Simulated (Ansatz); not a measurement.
Species: C₄H₇O, net charge -1, singlet state. It need not be the lowest isomer of its formula. Whether it binds its extra electron was not tested at this geometry. 
Geometry from a B3LYP-D3(BJ)/def2-TZVP (Ansatz, an electronic-structure program) optimisation:
SMILES: CC(C)[C-]=O
```xyz
12

C     -0.9446    -1.0372    -0.4748
C      0.2879    -0.1471    -0.4254
C      1.5656    -0.8922    -0.0785
C      0.1083     1.1234     0.6000
O     -1.0502     1.5436     0.6199
H     -1.0338    -1.6115     0.4561
H     -1.8319    -0.3993    -0.5486
H     -0.9478    -1.7565    -1.3044
H      0.4173     0.3559    -1.3968
H      1.8487    -1.6553    -0.8148
H      2.3870    -0.1748     0.0271
H      1.4590    -1.3894     0.8940
```
Charge -1, spin multiplicity 1.

Parts of the frozen-core correlation energy in STO-3G (Ansatz, hartree). Frozen orbitals: 5; correlated occupied orbitals by spin: 15 and 15; virtual: 12 and 12. No spin-orbit coupling. No relativistic terms.

```csv
term,value
reference (HF),-227.28825
MP2 opposite-spin,…
MP2 same-spin,…
CCSD correlation,-0.31801
(T),…
T1 diagnostic,0.013
largest doubles amplitude,0.164
```

**Question.** Fill in the missing entries.

**Answer.** 
- MP2 opposite-spin, value: -0.21558
- MP2 same-spin, value: -0.03788
- (T), value: -0.00621
